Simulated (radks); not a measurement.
Q: Valence configurations of Mg II (all share [Ne]). All-electron calculation, Dirac Kohn-Sham, PBEsol, spin-unpolarised, spherical densities, point nucleus; open shells are shared between the two j in proportion to 2j + 1. Program: a radial shooting solver on a logarithmic mesh with Libxc functionals. Order these by energy: 3p1; 3s0.5 3p0.5; 3s1.

A: From the lowest, in eV above it: 3s1 0.000; 3s0.5 3p0.5 2.152; 3p1 4.310. NIST lists [Ne] 3s1 as the ground configuration; this level of theory agrees among the configurations tried. The energies are those of spherical spin-averaged densities, not of single terms.
